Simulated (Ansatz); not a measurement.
Harmonic frequencies (cm⁻¹) at PBE0-D4/def2-TZVP from Ansatz: 393, 550, 1031, 1075, 1168, 1270, 1400, 1447, 1527, 3039, 3130, 3852.

Each molecule was computed in one conformer, which needn't be the lowest.

Which molecule is it?
A. `FC(F)C(F)F`
B. `F/C=C(\F)C(F)F`
C. `OCF`
D. `FC(F)(F)F`

C.
